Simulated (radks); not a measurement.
Tl32+, 49 electrons, occupied as [Kr] 4d10 4f3.

Calculated with a radial shooting solver on a logarithmic mesh with Libxc functionals: Dirac Kohn-Sham, PBE, spin-unpolarised, spherical densities, finite nucleus; open shells are shared between the two j in proportion to 2j + 1; Fermi nuclear charge, rms radius 5.4759 fm.

Energy parts (hartree):
total: -19754.8893
kinetic: 22952.8347
electron-nucleus: -47724.5090
Hartree: 5350.9300
exchange-correlation: -334.1449

Orbitals (lengths in bohr, moments of r in powers of bohr; r(90%) holds 90 % of the orbital's charge):
[
 {"orbital": "1s1/2", "occ.": "2", "eigenvalue (hartree)": "-3182.900", "r(90%)": "0.0299"},
 {"orbital": "2s1/2", "occ.": "2", "eigenvalue (hartree)": "-601.9894", "r(90%)": "0.107"},
 {"orbital": "2p1/2", "occ.": "2", "eigenvalue (hartree)": "-579.7475", "r(90%)": "0.0934"},
 {"orbital": "2p3/2", "occ.": "4", "eigenvalue (hartree)": "-503.8740", "r(90%)": "0.105"},
 {"orbital": "3s1/2", "occ.": "2", "eigenvalue (hartree)": "-176.5993", "r(90%)": "0.260"},
 {"orbital": "3p1/2", "occ.": "2", "eigenvalue (hartree)": "-166.5947", "r(90%)": "0.251"},
 {"orbital": "3p3/2", "occ.": "4", "eigenvalue (hartree)": "-149.5866", "r(90%)": "0.273"},
 {"orbital": "3d3/2", "occ.": "4", "eigenvalue (hartree)": "-133.0820", "r(90%)": "0.246"},
 {"orbital": "3d5/2", "occ.": "6", "eigenvalue (hartree)": "-129.4522", "r(90%)": "0.253"},
 {"orbital": "4s1/2", "occ.": "2", "eigenvalue (hartree)": "-69.51037", "r(90%)": "0.531"},
 {"orbital": "4p1/2", "occ.": "2", "eigenvalue (hartree)": "-65.15108", "r(90%)": "0.534"},
 {"orbital": "4p3/2", "occ.": "4", "eigenvalue (hartree)": "-60.37596", "r(90%)": "0.571"},
 {"orbital": "4d3/2", "occ.": "4", "eigenvalue (hartree)": "-53.28203", "r(90%)": "0.575"},
 {"orbital": "4d5/2", "occ.": "6", "eigenvalue (hartree)": "-52.31522", "r(90%)": "0.585"},
 {"orbital": "4f5/2", "occ.": "1.28571", "eigenvalue (hartree)": "-43.50485", "r(90%)": "0.567"},
 {"orbital": "4f7/2", "occ.": "1.71429", "eigenvalue (hartree)": "-43.24433", "r(90%)": "0.571"}
]

The highest occupied level is 4f7/2 at -1176.7 eV. For comparison, the ionisation energy in NIST's Atomic Spectra Database is 1230 eV (theoretical). In exact Kohn-Sham theory the highest level is minus the ionisation energy, but local and semilocal functionals leave it too shallow, through self-interaction and a potential that decays too fast; potentials with the right tail come closer.

Beside tabulated values, note that spin-unpolarised runs miss the spin-polarisation part of the exchange energy of open shells.
